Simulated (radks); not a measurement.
Results of a calculation; reference values are marked as such.
Species: the mercury ion Hg3+. Configuration: [Xe] 4f13.5 5d9 6s0.5 (fractional occupations, a model configuration). Code: a radial shooting solver on a logarithmic mesh with Libxc functionals. Model: Dirac Kohn-Sham, PBE, spin-unpolarised, spherical densities, finite nucleus; open shells are shared between the two j in proportion to 2j + 1; Fermi nuclear charge, rms radius 5.4648 fm. Some entries of the table are withheld. Estimate them.

| orbital | occ. | eigenvalue (hartree) | <1/r> (bohr^-1) |
|---|---|---|---|
| 1s1/2 | 2 | -3051.643 | 97.50 |
| 2s1/2 | 2 | -541.7760 | 24.02 |
| 2p1/2 | 2 | -520.0305 | 23.98 |
| 2p3/2 | 4 | -448.4627 | 19.41 |
| 3s1/2 | 2 | -129.8207 | 8.814 |
| 3p1/2 | 2 | -119.9881 | 8.729 |
| 3p3/2 | 4 | -104.1364 | 7.537 |
| 3d3/2 | 4 | -87.79628 | 7.435 |
| 3d5/2 | 6 | -84.40007 | 7.165 |
| 4s1/2 | 2 | -29.78195 | (1) |
| 4p1/2 | 2 | -25.55779 | 3.631 |
| 4p3/2 | 4 | -21.71613 | 3.218 |
| 4d3/2 | 4 | -14.79694 | 3.019 |
| 4d5/2 | 6 | -14.07877 | 2.925 |
| 5s1/2 | 2 | -5.74693 | 1.538 |
| 4f5/2 | 5.78571 | (2) | 2.570 |
| 4f7/2 | 7.71429 | (3) | 2.534 |
| 5p1/2 | 2 | -4.33568 | (4) |
| 5p3/2 | 4 | -3.64066 | (5) |
| 5d3/2 | 3.6 | -1.69804 | 0.9833 |
| 5d5/2 | 5.4 | -1.61737 | 0.9495 |
| 6s1/2 | 0.5 | -1.29113 | 0.5847 |

Answer. 
(1) 4s1/2 <1/r> (bohr^-1): 3.739
(2) 4f5/2 eigenvalue (hartree): -5.17536
(3) 4f7/2 eigenvalue (hartree): -5.01879
(4) 5p1/2 <1/r> (bohr^-1): 1.416
(5) 5p3/2 <1/r> (bohr^-1): 1.266
